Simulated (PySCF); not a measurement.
# Variants of one PySCF input: InS

Base input, run as `OMP_NUM_THREADS=1 python input.py` with PySCF 2.14:

```python
from pyscf import gto, scf, mp

mol = gto.M(
    atom='In 0 0 0; S 0 0 2.375',
    basis='def2-svp',
    ecp={'In': 'def2-svp'},
    charge=0,
    spin=1,
    verbose=4,
)
mf = scf.UHF(mol)
mf.kernel()
mp.MP2(mf, frozen=9).kernel()
mf.dip_moment()
print('orbital energies (hartree):', [e[max(0, n-3):n+3].round(4) for e, n in zip(mf.mo_energy, mol.nelec)])
```

Base result: E(SCF) = -586.636807 Eh, 11 cycles, E(MP2) − E(SCF) = -0.16283 Eh, ⟨S²⟩ = 0.758, μz(SCF) = -1.68 D. The bond length is a typed value, not an optimised one. No search for the lowest solution was made.

Run time: 1.6 s on 1 thread of Arm Neoverse N1 (shared host), peak memory 0.12 GiB.

Each row names what differs from the base; energies in brackets are changes from the base.

```tsv
change	result	wall time (s)
basis set: def2-svp → def2-svpd [with its own core potential]	E(SCF) = -586.644514 Eh, 11 cycles, E(MP2) − E(SCF) = -0.17543 Eh, ⟨S²⟩ = 0.760, μz(SCF) = -1.92 D	1.9
functional: none (Hartree–Fock) → lc_wpbe; SCF type: UHF → UKS; step after the SCF: mp2 → analyze	E(SCF) = -588.093033 Eh, 12 cycles, ⟨S²⟩ = 0.754, μz(SCF) = -1.79 D	6.8
initial guess: minao → random (no such guess here, so PySCF falls back to its default)	E(SCF) = -586.636807 Eh (+0.0000 eV), 11 cycles, E(MP2) − E(SCF) = -0.16283 Eh, ⟨S²⟩ = 0.758, μz(SCF) = -1.68 D	1.5
basis set: def2-svp → x2c-svpall; core potential: on → off; spin-free X2C: off → on; frozen orbitals: 9 → 23	E(SCF) = -6276.215003 Eh, 12 cycles, E(MP2) − E(SCF) = -0.17042 Eh, ⟨S²⟩ = 0.800, μz(SCF) = -4.50 D	2.6
spin (2S): 1 → 5 [a high spin state]	E(SCF) = -586.453724 Eh (+4.9819 eV), 11 cycles, E(MP2) − E(SCF) = -0.12340 Eh, ⟨S²⟩ = 8.764, μz(SCF) = 3.89 D	1.5
smearing width (hartree): none → 0.05; step after the SCF: mp2 → none [smearing does not keep the typed spin]	E(SCF) = -586.488399 Eh (+4.0384 eV), μz(SCF) = -3.82 D	1.4
charge: 0 → 1; spin (2S): 1 → 2 [another spin of the ion may lie lower] [a high spin state]	E(SCF) = -586.364022 Eh (+7.4229 eV), 13 cycles, E(MP2) − E(SCF) = -0.14225 Eh, ⟨S²⟩ = 2.048	1.6
level shift (hartree): none → 0.3 [may be another electronic state] [ends in another solution than the base]	E(SCF) = -586.626641 Eh (+0.2766 eV), 18 cycles, E(MP2) − E(SCF) = -0.17430 Eh, ⟨S²⟩ = 0.800, μz(SCF) = -4.52 D	1.6
geometry: bond 2.375 → bond 2.304	E(SCF) = -586.630321 Eh (+0.1765 eV), 11 cycles, E(MP2) − E(SCF) = -0.16353 Eh, ⟨S²⟩ = 0.758, μz(SCF) = -1.21 D	1.5
spin (2S): 1 → 2 [unsound on purpose]	stops with RuntimeError (Electron number 37 and spin 2 are not consistent)	0.85
step after the SCF: mp2 → frequency [not at a minimum]	E(SCF) = -586.636807 Eh (+0.0000 eV), 11 cycles, ⟨S²⟩ = 0.758, μz(SCF) = -1.68 D, wavenumbers 404 cm⁻¹	13
electric field along z (a.u.): none → 0.005	E(SCF) = -586.634391 Eh (+0.0657 eV), 12 cycles, E(MP2) − E(SCF) = -0.16358 Eh, ⟨S²⟩ = 0.759, μz(SCF) = -0.77 D	1.4
geometry: bond 2.375 → bond 4.75 [spin-contaminated]	E(SCF) = -586.554768 Eh (+2.2324 eV), E(MP2) − E(SCF) = -0.12769 Eh, ⟨S²⟩ = 1.775, μz(SCF) = 0.28 D	1.5
Cartesian functions: off → on	E(SCF) = -586.642381 Eh (-0.1517 eV), 12 cycles, E(MP2) − E(SCF) = -0.16751 Eh, ⟨S²⟩ = 0.758, μz(SCF) = -1.64 D	1.5
geometry: bond 2.375 → bond 2.446	E(SCF) = -586.640492 Eh (-0.1003 eV), 12 cycles, E(MP2) − E(SCF) = -0.16217 Eh, ⟨S²⟩ = 0.759, μz(SCF) = -2.16 D	1.5
frozen orbitals: 9 → 0	E(SCF) = -586.636807 Eh (+0.0000 eV), 11 cycles, E(MP2) − E(SCF) = -0.18735 Eh, ⟨S²⟩ = 0.758, μz(SCF) = -1.68 D	1.6
electric field along z (a.u.): none → -0.01	E(SCF) = -586.646884 Eh (-0.2742 eV), 11 cycles, E(MP2) − E(SCF) = -0.16159 Eh, ⟨S²⟩ = 0.758, μz(SCF) = -3.42 D	1.5
geometry: bond 2.375 → bond 1.9	E(SCF) = -586.547505 Eh (+2.4300 eV), 13 cycles, E(MP2) − E(SCF) = -0.18763 Eh, ⟨S²⟩ = 0.764, μz(SCF) = -3.83 D	1.5
spin (2S): 1 → 3 [a high spin state]	E(SCF) = -586.565308 Eh (+1.9456 eV), 12 cycles, E(MP2) − E(SCF) = -0.14668 Eh, ⟨S²⟩ = 3.772, μz(SCF) = -1.72 D	1.5
point-group symmetry: off → on [may be another electronic state] [ends in another solution than the base]	E(SCF) = -586.626641 Eh (+0.2766 eV), E(MP2) − E(SCF) = -0.17430 Eh, ⟨S²⟩ = 0.800, μz(SCF) = -4.52 D	1.6
step after the SCF: mp2 → optimize	E(SCF) = -586.636807 Eh (+0.0000 eV), 11 cycles, ⟨S²⟩ = 0.758, all at the start geometry; optimised bond 2.542 Å with E = -586.642089 Eh after 4 steps	8.1
```

Q: Order these changes by how far they move the SCF energy from the base, largest first: (1) electric field along z (a.u.): none → -0.01; (2) geometry: bond 2.375 → bond 1.9; (3) geometry: bond 2.375 → bond 4.75; (4) point-group symmetry: off → on.

A: (2) +2.4300 eV, (3) +2.2324 eV, (4) +0.2766 eV, (1) -0.2742 eV.
